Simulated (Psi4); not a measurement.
C₇H₁₅ (SMILES [CH2]CCCCCC), doublet, geometry from GFN2-xTB, with bond 12-3 at 2.0 times its length; CAM-B3LYP/STO-3G run with Psi4.

Psi4 was given this input:
```
memory 2 GB

molecule mol {
0 2
  C    -3.799602    0.593626    0.170252
  C    -2.637108   -0.302399    0.245711
  C    -1.306468    0.457458    0.013309
  C    -0.102848   -0.475793    0.092424
  C     1.210133    0.270002   -0.136184
  C     2.419196   -0.659373   -0.058156
  C     3.725850    0.090320   -0.287000
  H    -4.106587    1.159652    1.028286
  H    -4.237917    0.837139   -0.778131
  H    -2.709577   -1.085368   -0.513869
  H    -2.582753   -0.773917    1.230582
  H    -1.119721    2.030608    1.516019
  H    -1.339069    0.934670   -0.968098
  H    -0.205288   -1.264116   -0.657322
  H    -0.079403   -0.954972    1.074210
  H     1.313037    1.058412    0.613278
  H     1.187185    0.749349   -1.117802
  H     2.316969   -1.447477   -0.807768
  H     2.442827   -1.138398    0.923400
  H     4.573184   -0.588810   -0.227353
  H     3.729841    0.558818   -1.268840
  H     3.855721    0.867950    0.462626
}

set basis sto-3g
set reference uks
set scf_type out_of_core

energy('cam-b3lyp')
print_variables()
```

**Question.** What does Psi4 print? Leave out banner, timings and long lists.

**Answer.** 
```
   => Loading Basis Set <=

    Name: STO-3G
    Role: ORBITAL
    Keyword: BASIS

         ---------------------------------------------------------
                                   SCF
               by Justin Turney, Rob Parrish, Andy Simmonett
                          and Daniel G. A. Smith
                              UKS Reference
         ---------------------------------------------------------

  ==> Geometry <==

    Molecular point group: c1
    Full point group: C1

    Geometry (in Angstrom), charge = 0, multiplicity = 2:

       Center              X                  Y                   Z               Mass
    ------------   -----------------  -----------------  -----------------  -----------------
         C           -3.771070786125     0.587199122494     0.160188429991    12.000000000000
         C           -2.608576786125    -0.308825877506     0.235647429991    12.000000000000
         C           -1.277936786125     0.451031122494     0.003245429991    12.000000000000
         C           -0.074316786125    -0.482219877506     0.082360429991    12.000000000000
         C            1.238664213875     0.263575122494    -0.146247570009    12.000000000000
         C            2.447727213875    -0.665799877506    -0.068219570009    12.000000000000
         C            3.754381213875     0.083893122494    -0.297063570009    12.000000000000
         H           -4.078055786125     1.153225122494     1.018222429991     1.007825032230
         H           -4.209385786125     0.830712122494    -0.788194570009     1.007825032230
         H           -2.681045786125    -1.091794877506    -0.523932570009     1.007825032230
         H           -2.554221786125    -0.780343877506     1.220518429991     1.007825032230
         H           -1.091189786125     2.024181122494     1.505955429991     1.007825032230
         H           -1.310537786125     0.928243122494    -0.978161570009     1.007825032230
         H           -0.176756786125    -1.270542877506    -0.667385570009     1.007825032230
         H           -0.050871786125    -0.961398877506     1.064146429991     1.007825032230
         H            1.341568213875     1.051985122494     0.603214429991     1.007825032230
         H            1.215716213875     0.742922122494    -1.127865570009     1.007825032230
         H            2.345500213875    -1.453903877506    -0.817831570009     1.007825032230
         H            2.471358213875    -1.144824877506     0.913336429991     1.007825032230
         H            4.601715213875    -0.595236877506    -0.237416570009     1.007825032230
         H            3.758372213875     0.552391122494    -1.278903570009     1.007825032230
         H            3.884252213875     0.861523122494     0.452562429991     1.007825032230

  Running in c1 symmetry.

  Rotational constants: A =      0.37432  B =      0.02526  C =      0.02458 [cm^-1]
  Rotational constants: A =  11221.70822  B =    757.33860  C =    736.86414 [MHz]
  Nuclear repulsion =  296.497602134561930

  Charge       = 0
  Multiplicity = 2
  Electrons    = 57
  Nalpha       = 29
  Nbeta        = 28

  ==> Algorithm <==

  SCF Algorithm Type is OUT_OF_CORE.
  DIIS enabled.
  MOM disabled.
  Fractional occupation disabled.
  Guess Type is SAD.
  Energy threshold   = 1.00e-06
  Density threshold  = 1.00e-06
  Integral threshold = 1.00e-12

  ==> Primary Basis <==

  Basis Set: STO-3G
    Blend: STO-3G
    Number of shells: 36
    Number of basis functions: 50
    Number of Cartesian functions: 50
    Spherical Harmonics?: true
    Max angular momentum: 1

  ==> DFT Potential <==

   => LibXC <=

    Version 7.1.2
    S. Lehtola, C. Steigemann, M. J. T. Oliveira, and M. A. L. Marques,  SoftwareX 7, 1–5 (2018) (10.1016/j.softx.2017.11.002)

   => Composite Functional: CAM-B3LYP <=

    CAM-B3LYP Hyb-GGA Exchange-Correlation Functional

    T. Yanai, D. P. Tew, and N. C. Handy,  Chem. Phys. Lett. 393, 51 (2004) (10.1016/j.cplett.2004.06.011)

    Deriv               =              1
    GGA                 =           TRUE
    Meta                =          FALSE

    Exchange Hybrid     =           TRUE
    MP2 Hybrid          =          FALSE

   => Exchange Functionals <=

    0.3500         Becke 88 [omega = 0.3300]
    0.4600   Short-range recipe for B88 functional - erf [omega = 0.3300]

   => Exact (HF) Exchange <=

    0.4600            HF,LR [omega = 0.3300]
    0.1900               HF

   => Correlation Functionals <=

    0.1900   Vosko, Wilk & Nusair (VWN5)
    0.8100   Lee, Yang & Parr

   => LibXC Density Thresholds  <==

    XC_HYB_GGA_XC_CAM_B3LYP:  1.00E-14

   => Molecular Quadrature <=

    Radial Scheme          =       TREUTLER
    Pruning Scheme         =           NONE
    Nuclear Scheme         =       TREUTLER

    Blocking Scheme        =         OCTREE
    BS radius alpha        =              1
    Pruning alpha          =              1
    Radial Points          =             75
    Spherical Points       =            302
    Total Points           =         463086
    Total Blocks           =           3429
    Max Points             =            256
    Max Functions          =             47
    Weights Tolerance      =       1.00E-15

  ==> Integral Setup <==

      Computed 662160 non-zero ERF integrals.
        Stored in file 36.

  ==> DiskJK: Disk-Based J/K Matrices <==

    J tasked:                  Yes
    K tasked:                  Yes
    wK tasked:                 Yes
    Omega:               3.300E-01
    Schwarz Cutoff:          1E-12

  Minimum eigenvalue in the overlap matrix is 1.9828058584E-01.
  Reciprocal condition number of the overlap matrix is 7.5584133642E-02.
    Using symmetric orthogonalization.

  ==> Pre-Iterations <==

  SCF Guess: Superposition of Atomic Densities via on-the-fly atomic UHF (no occupation information).

   -------------------------
    Irrep   Nso     Nmo
   -------------------------
     A         50      50
   -------------------------
    Total      50      50
   -------------------------

  ==> Iterations <==

                        Total Energy        Delta E     RMS |[F,P]|

   @UKS iter SAD:  -267.07687664386128   -2.67077e+02   0.00000e+00
   @UKS iter   1:  -271.97803279508031   -4.90116e+00   4.45815e-03 ADIIS/DIIS
   @UKS iter   2:  -271.91371986683356    6.43129e-02   6.96807e-03 ADIIS/DIIS
   @UKS iter   3:  -272.02613747893139   -1.12418e-01   6.81266e-04 ADIIS/DIIS
   @UKS iter   4:  -272.02703814424001   -9.00665e-04   2.27897e-04 ADIIS/DIIS
   @UKS iter   5:  -272.02720639467867   -1.68250e-04   7.28062e-05 DIIS
   @UKS iter   6:  -272.02727542123097   -6.90266e-05   7.69154e-05 DIIS
   @UKS iter   7:  -272.02729048897066   -1.50677e-05   8.03227e-05 DIIS
   @UKS iter   8:  -272.02715585043342    1.34639e-04   2.42442e-05 DIIS
   @UKS iter   9:  -272.02715187927686    3.97116e-06   4.42894e-06 DIIS
   @UKS iter  10:  -272.02715192696996   -4.76931e-08   1.15506e-06 DIIS
   @UKS iter  11:  -272.02715193206001   -5.09004e-09   4.52131e-07 DIIS
  Energy and wave function converged.

  ==> Post-Iterations <==

   Electrons on quadrature grid:
      Nalpha   =   28.9998975378 ; deviation = -1.025e-04
      Nbeta    =   27.9998978326 ; deviation = -1.022e-04
      Ntotal   =   56.9997953704 ; deviation = -2.046e-04

   @Spin Contamination Metric:   4.247994326E-03
   @S^2 Expected:                7.500000000E-01
   @S^2 Observed:                7.542479943E-01
   @S   Expected:                5.000000000E-01
   @S   Observed:                5.000000000E-01

    Orbital Energies [Eh]
    ---------------------

    Alpha Occupied:

[...]
    Alpha Virtual:

[...]
    Beta Occupied:

[...]
      28A     -0.213283

    Beta Virtual:

[...]
      50A      0.679517

    Final Occupation by Irrep:
              A
    DOCC [    28 ]
    SOCC [     1 ]
    NA   [    29 ]
    NB   [    28 ]

  @UKS Final Energy:  -272.02715193206001

   => Energetics <=

    Nuclear Repulsion Energy =            296.4976021345619301
    One-Electron Energy =                -953.6416882184348651
    Two-Electron Energy =                 416.1559023149047789
    DFT Exchange-Correlation Energy =     -31.0389681630918659
    Empirical Dispersion Energy =           0.0000000000000000
    VV10 Nonlocal Energy =                  0.0000000000000000
    Total Energy =                       -272.0271519320600078

  UHF NO Occupations:
  HONO-2 :   27  A 1.9996270
  HONO-1 :   28  A 1.9988636
  HONO-0 :   29  A 1.0000000
  LUNO+0 :   30  A 0.0011364
  LUNO+1 :   31  A 0.0003730
  LUNO+2 :   32  A 0.0003393
  LUNO+3 :   33  A 0.0001984

Computation Completed

Properties will be evaluated at   0.000000,   0.000000,   0.000000 [a0]

Properties computed using the SCF density matrix

 Multipole Moments:

 ------------------------------------------------------------------------------------
     Multipole            Electronic (a.u.)      Nuclear  (a.u.)        Total (a.u.)
 ------------------------------------------------------------------------------------

 L = 1.  Multiply by 2.5417464519 to convert [e a0] to [Debye]
 Dipole X            :         -3.1871127            3.2496603            0.0625476
 Dipole Y            :         -1.1040057            0.7941649           -0.3098408
 Dipole Z            :         -0.5689009            0.3358620           -0.2330390
 Magnitude           :                                                    0.3927094

 ------------------------------------------------------------------------------------

  Variable Map:
  ----------------------------------------------------------------------------
[...]
  Array Variable Map:
  ----------------------------------------------------------------------------
[...]
[...]
```
